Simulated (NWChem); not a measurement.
Molecule: CH$_{6}$OSi; SMILES [SiH2](O)C

```xyz
9

Si     0.4993     0.0926     0.0012
C     -0.4579    -1.5176    -0.0200
O     -0.4952     1.4329    -0.0691
H      1.3714     0.1897    -1.2025
H      1.3531     0.1315     1.2343
H     -1.1102    -1.6152     0.8623
H      0.2365    -2.3735    -0.0176
H     -1.0868    -1.5905    -0.9207
H     -1.0452     1.6043     0.6999
```
Atoms are numbered in this order, from 1.

Computed with NWChem. Geometry: optimised at PBE0/def2-SVP. Ions are spin-unrestricted doublets at the neutral geometry; other ion states weren't tried.

Task: Predict the results for CAM-B3LYP/def2-SVP. Quantities: vertical ionisation energy, ΔSCF (eV); −ε(HOMO) (eV).

Result: 
```
Item                                   Value
-------------------------------------  -----
vertical ionisation energy, ΔSCF (eV)  10.76
−ε(HOMO) (eV)                           9.65
```
